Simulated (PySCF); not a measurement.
Exercise with solution: chemical shift, span and skew from a shielding tensor

SeFBr, SMILES F[Se]Br. Atoms are numbered in the order given.

```xyz
3

Se     0.4134     0.9220     0.0000
F     -1.2117     1.5633     0.0000
Br    -0.0900    -1.2977     0.0000
```
Charge 0, spin multiplicity 1.

Geometry: ωB97X-D3(BJ)/def2-TZVP.

GIAO shieldings from PySCF with B3LYP/pcSseg-2, non-relativistic, no solvent. The symmetric part of the tensor of F2 has the principal values 217.9, 270.5, 1098.6 ppm. The same nucleus in CFCl3 has σ = 159.6 ppm at this level (PySCF, at its B3LYP-D3(BJ)/def2-TZVP geometry). Without spin–orbit terms, shifts of atoms bonded to Cl or Br come out too high.

**Question.** Work out the isotropic shielding, the ¹⁹F shift against CFCl3, the span and the skew.

**Answer.** 
σ(iso) = (σ11 + σ22 + σ33)/3 = 529.0 ppm. δ = σ(ref) − σ(iso) = 159.6 − (529.0) = -369.4 ppm.
Span Ω = σ33 − σ11 = 880.7 ppm. Skew κ = 3(σ(iso) − σ22)/Ω = 0.88. Tumbling in solution averages the tensor to δ; in a static solid the shielding alone would spread this spin-1/2 line over Ω.
